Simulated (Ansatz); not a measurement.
**Reading a saddle point**

A first-order saddle point of ZnNH$_{4}$ClO, singlet, PBE0-D4/def2-TZVP, with one imaginary mode of 1011i cm⁻¹:

```xyz
8
angstrom
Zn -0.7662 -0.5528 -0.5284
O 1.2479 -0.6599 -0.3477
Cl -2.1447 -1.5555 -1.7831
H 0.8889 0.2187 0.3511
N -0.2461 0.7552 0.8389
H 1.9383 -0.5076 -0.9942
H -0.4429 1.7302 0.6567
H -0.4752 0.5718 1.8068
```

Program: Ansatz 0.2.0. Basis: def2-TZVPP and def2-QZVPP. Cores are frozen in the correlated methods. The 3s and 3p shells of Cu and Zn are frozen; filled d shells are correlated. Extrapolation: Hartree–Fock as exp(−7.88 √X), correlation as X^−2.97.

Task: Which contacts change along the imaginary mode, and what lies on either side? (Judge from chemistry; the calculation decides.)

Result: Computed: The step is ZnHClO ([OH][Zn][Cl]) + NH₃ → ZnNH₂Cl ([NH2][Zn][Cl]) + H₂O (still joined by a long Zn–O bond), with the molecules in contact on both sides. Shortening one way: Zn1–N5, O2–H4; lengthening the same way: Zn1–O2, H4–N5.
```
  pair  one side (Å)  saddle (Å)  other side (Å)
Zn1–N5          2.13        1.96            1.87
 O2–H4          2.62        1.18            0.98
Zn1–O2          1.81        2.03            2.22
 H4–N5          1.02        1.35            2.07
```

Task: Which side is lower, and how far does the saddle lie above each? (An estimate is asked for; the value comes from the calculation.)

Result: By the calculation: The side with Zn1–O2, H4–N5 short is lower by 15.15 kcal/mol; the saddle lies 21.40 kcal/mol above it and 6.25 kcal/mol above the other (CCSD(T) at an estimated basis limit (MP2 extrapolated from triple and quadruple zeta, plus CCSD(T) − MP2 in triple zeta); electronic energies).

The T1 diagnostic stays at or below 0.014.

Labels in which every atom is bracketed show which atoms are joined, not bond orders.

For scale, one of the runs: CCSD(T)/def2-TZVPP, 224 basis functions, launched by `ansatz run in.yaml --threads 8 --pin off --events-out ev --progress --plain --max-ram 19148MiB`. The run took 49 s on 8 CPU threads of an Arm Neoverse V2 (shared host), with 3.6 GiB of host memory at its peak.
